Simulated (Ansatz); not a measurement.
Gas-phase electronic energies from Ansatz, PBE0-D4/def2-TZVP geometries. CCSD(T)/CBS adds triple-zeta CCSD(T) − MP2 to the extrapolated MP2 energy (def2 sets, frozen cores). This one scheme is used for every species. Functionals use def2-TZVPP. B3LYP here is the variant with VWN-RPA as its local correlation; programs differ in this. HSE06 is defined as in plane-wave codes. Each species was taken in one conformer, which may not be the lowest.

Reaction (ligand exchange at the Al–N bond): `OB(F)[NH][AlH2]` + `C=C=N` → `C=C=[N][AlH2]` + `NB(O)F`

`OB(F)[NH][AlH2]`:

```xyz
9

O    -0.245   -0.839    2.110
B    -0.250   -0.682    0.756
F    -0.718   -1.687   -0.009
N     0.221    0.501    0.143
Al    0.313    0.934   -1.594
H    -0.593   -1.690    2.384
H     0.547    1.186    0.812
H     0.906    2.366   -1.915
H    -0.180   -0.089   -2.688
```

`C=C=N`:

```xyz
6

C    -0.390    0.360   -0.812
C     0.079   -0.010    0.348
N     0.466   -0.259    1.475
H     0.201    0.991   -1.461
H    -1.367    0.028   -1.135
H     1.012   -1.111    1.585
```

`C=C=[N][AlH2]`:

```xyz
8

C     0.866    1.798   -0.730
C     0.330    0.686   -0.278
N    -0.158   -0.326    0.133
Al   -0.878   -1.822    0.740
H     1.936    1.866   -0.867
H     0.238    2.645   -0.965
H     0.109   -3.009    1.056
H    -2.444   -1.839    0.912
```

`NB(O)F`:

```xyz
7

N     0.833    0.423   -0.053
B    -0.526    0.141    0.173
O    -1.146   -1.046   -0.085
F    -1.297    1.106    0.684
H     1.217    1.325    0.163
H     1.496   -0.227   -0.432
H    -0.576   -1.722   -0.450
```

| level | ΔE (kJ/mol) | difference from CCSD(T)/CBS |
| --- | --- | --- |
| LDA (SPW92) | -22.9 | -5.4 |
| PBE-D4 | -20.6 | -3.1 |
| revPBE-D4 | -19.7 | -2.2 |
| BLYP-D4 | -22.8 | -5.3 |
| r2SCAN-D4 | -22.3 | -4.8 |
| B97M-V | -21.7 | -4.2 |
| PBE0-D4 | -21.7 | -4.2 |
| B3LYP-D4 | -23.8 | -6.3 |
| r2SCANh-D4 | -22.7 | -5.2 |
| HSE06-D4 | -22.0 | -4.5 |
| CAM-B3LYP-D4 | -22.4 | -4.9 |
| ωB97X-V | -17.2 | 0.3 |
| ωB97M-V | -17.1 | 0.4 |
| B2PLYP | -23.4 | -5.9 |
| PBE-QIDH | -22.3 | -4.8 |
| PBE | -21.5 | -4.0 |
| revPBE | -21.5 | -4.0 |
| BLYP | -24.6 | -7.1 |
| PBE0 | -22.5 | -5.0 |
| B3LYP | -25.2 | -7.7 |
| r2SCANh | -22.9 | -5.4 |
| r2SCAN0 | -23.5 | -6.0 |
| HSE06 | -22.7 | -5.2 |
| BHLYP | -26.1 | -8.6 |
| CAM-B3LYP | -23.2 | -5.7 |
| RPA@PBE/def2-TZVPP | -11.3 | 6.2 |
| HF/def2-SVP | -28.5 | -11.0 |
| MP2/def2-SVP | -21.0 | -3.5 |
| CCSD/def2-SVP | -15.6 | 1.9 |
| CCSD(T)/def2-SVP | -14.9 | 2.6 |
| HF/def2-TZVPP | -27.2 | -9.7 |
| MP2/def2-TZVPP | -22.3 | -4.8 |
| SCS-MP2/def2-TZVPP | -20.4 | -2.9 |
| CCSD/def2-TZVPP | -16.8 | 0.7 |
| CCSD(T)/def2-TZVPP | -15.9 | 1.6 |
| HF/def2-QZVPP | -27.4 | -9.9 |
| SCS-MP2/def2-QZVPP | -21.3 | -3.8 |
| HF/CBS(def2) | -27.5 | -10.0 |
| MP2/CBS(def2) | -24.0 | -6.5 |
| CCSD/CBS(def2) | -18.4 | -0.9 |
| CCSD(T)/CBS | -17.5 | 0 |

Largest T1 diagnostic among the species: 0.015.

In def2-TZVPP, CCSD(T) changes the Hartree–Fock value by +11.4 kJ/mol (the triples alone add +0.9 kJ/mol) and MP2 by +4.9 kJ/mol. Leaving LDA and LC-ωPBE aside and taking each functional with its dispersion term where it has one, the values, not all of them listed here, spread over 7.6 kJ/mol, from BHLYP-D4 to ωB97M-V.
